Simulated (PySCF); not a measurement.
## Computed spin Hamiltonian

Compound: C5H7FNS (doublet state).
Atom-mapped SMILES: `[H]/[C:1]=[N:2]\[CH2:3][C@@H:4]1[CH2:5][C@H:6]([F:7])[S:8]1` (hydrogens: H9 on C1; H10, H11 on C3; H12 on C4; H13, H14 on C5; H15 on C6)

Cartesian coordinates in Å at the GFN2-xTB level; atoms count from 1:
```xyz
15
C5H7FNS angstrom
C      2.8809    0.3518   -0.5020
N      2.3334   -0.7145   -0.3676
C      0.9836   -1.1565   -0.1114
C      0.1372   -0.0780    0.5433
C     -1.3811   -0.2537    0.4583
C     -1.6827    1.0606   -0.2574
F     -2.3274    0.8929   -1.4457
S      0.0938    1.4988   -0.4283
H      2.6292    1.4015   -0.4727
H      1.0447   -2.0414    0.5290
H      0.5583   -1.4504   -1.0763
H      0.5042    0.1336    1.5488
H     -1.6650   -1.0984   -0.1703
H     -1.8731   -0.3522    1.4254
H     -2.2404    1.8139    0.3049
```

The hyperfine couplings belong to this conformer and change with its torsions.

Computed with UKS B3LYP, pcH-1 on C F H N S, non-relativistic, mean-field spin-orbit, GIAO in PySCF. One conformer (not necessarily the lowest) at the GFN2-xTB geometry, without solvent, vibrations or thermal averaging. A GFN2-xTB geometry isn't a minimum of the functional, and hyperfine couplings can be far from their values at a DFT geometry. No stability test was run, so a lower SCF solution isn't excluded.

| Quantity | Value |
| --- | --- |
| g1, g2, g3 | 1.99876, 2.00228, 2.00272 |
| g_iso | 2.00125 |
| Form of g | close to axial: the two nearest values differ by 11 % of g3 − g1 |
| ⟨S²⟩ | 0.7539 (exact 0.7500) |
| α and β electrons | 35, 34 |
| Total energy | -747.43113 Eh |

Isotropic coupling and dipolar principal values T1 to T3, in mT (MHz turned into mT with g_iso):

```json
{"atom": "C1", "isotope": "13C", "a_iso": "16.26", "of which spin–orbit": "-0.01", "T1": "-1.80", "T2": "-1.55", "T3": "3.35", "Mulliken spin population": "0.67"}
{"atom": "N2", "isotope": "14N", "a_iso": "3.91", "of which spin–orbit": "0.00", "T1": "-0.45", "T2": "-0.28", "T3": "0.72", "Mulliken spin population": "0.16"}
{"atom": "C3", "isotope": "13C", "a_iso": "3.21", "of which spin–orbit": "0.00", "T1": "-0.36", "T2": "-0.33", "T3": "0.69", "Mulliken spin population": "0.07"}
{"atom": "C4", "isotope": "13C", "a_iso": "-0.14", "of which spin–orbit": "0.00", "T1": "-0.12", "T2": "-0.08", "T3": "0.20", "Mulliken spin population": "0.02"}
{"atom": "C5", "isotope": "13C", "a_iso": "0.27", "of which spin–orbit": "0.00", "T1": "-0.02", "T2": "-0.02", "T3": "0.04", "Mulliken spin population": "0.00"}
{"atom": "C6", "isotope": "13C", "a_iso": "0.78", "of which spin–orbit": "0.00", "T1": "-0.07", "T2": "-0.06", "T3": "0.13", "Mulliken spin population": "0.02"}
{"atom": "F7", "isotope": "19F", "a_iso": "0.04", "of which spin–orbit": "0.00", "T1": "-0.16", "T2": "-0.11", "T3": "0.27", "Mulliken spin population": "0.00"}
{"atom": "S8", "isotope": "33S", "a_iso": "0.41", "of which spin–orbit": "0.00", "T1": "-0.10", "T2": "-0.01", "T3": "0.11", "Mulliken spin population": "0.01"}
{"atom": "H9", "isotope": "1H", "a_iso": "6.81", "of which spin–orbit": "0.00", "T1": "-0.72", "T2": "-0.15", "T3": "0.86", "Mulliken spin population": "0.07"}
{"atom": "H10", "isotope": "1H", "a_iso": "-0.10", "of which spin–orbit": "0.00", "T1": "-0.22", "T2": "-0.14", "T3": "0.36", "Mulliken spin population": "0.00"}
{"atom": "H11", "isotope": "1H", "a_iso": "-0.39", "of which spin–orbit": "0.00", "T1": "-0.20", "T2": "-0.10", "T3": "0.30", "Mulliken spin population": "0.00"}
{"atom": "H12", "isotope": "1H", "a_iso": "-0.05", "of which spin–orbit": "0.00", "T1": "-0.08", "T2": "-0.04", "T3": "0.11", "Mulliken spin population": "0.00"}
{"atom": "H13", "isotope": "1H", "a_iso": "0.06", "of which spin–orbit": "0.00", "T1": "-0.04", "T2": "-0.03", "T3": "0.07", "Mulliken spin population": "0.00"}
{"atom": "H14", "isotope": "1H", "a_iso": "0.13", "of which spin–orbit": "0.00", "T1": "-0.03", "T2": "-0.02", "T3": "0.05", "Mulliken spin population": "0.00"}
{"atom": "H15", "isotope": "1H", "a_iso": "0.06", "of which spin–orbit": "0.00", "T1": "-0.04", "T2": "-0.02", "T3": "0.06", "Mulliken spin population": "0.00"}
```

The largest Mulliken spin populations are on C1 (+0.67), N2 (+0.16), H9 (+0.07) and C3 (+0.07).

Axes: g1 points within 6° of the C1–N2 bond.

Under fast tumbling the dipolar parts average out, and these isotropic splittings remain (the largest six): 1 × 1H (H9, I = 1/2, 2 lines) with 6.81 mT, 1 × 14N (N2, I = 1, 3 lines) with 3.91 mT, 1 × 1H (H11, I = 1/2, 2 lines) with 0.39 mT, 1 × 1H (H14, I = 1/2, 2 lines) with 0.13 mT, 1 × 1H (H10, I = 1/2, 2 lines) with 0.10 mT and 1 × 1H (H13, I = 1/2, 2 lines) with 0.06 mT.

The 13C coupling of C1 (455.3 MHz) shows only in satellite lines or after enrichment, since that isotope makes up about 1.07 % of natural carbon.

The 33S coupling of S8 (11.6 MHz) shows only in satellite lines or after enrichment, since that isotope makes up about 0.76 % of natural sulfur.

On one thread of an Arm Neoverse V1, no GPU (shared host), this took 92 s (with the writing of density and orbital grids) and 1.1 GiB of memory at its peak.
